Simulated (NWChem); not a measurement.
Molecule: CH3ClSi, singlet; SMILES C[Si]Cl

Results from NWChem. Low-valent species are run as closed-shell singlets; no triplet was tried in these runs. Geometry: optimised at PBE0/def2-SVP. Ions are spin-unrestricted doublets at the neutral geometry; other ion states weren't tried.

For level PBE0/def2-SVP:

```yaml
"−ε(HOMO) (eV)": 6.64
```

Estimate the same quantities for level PBE/def2-SVP.

The −ε(HOMO) (eV) is 5.51.
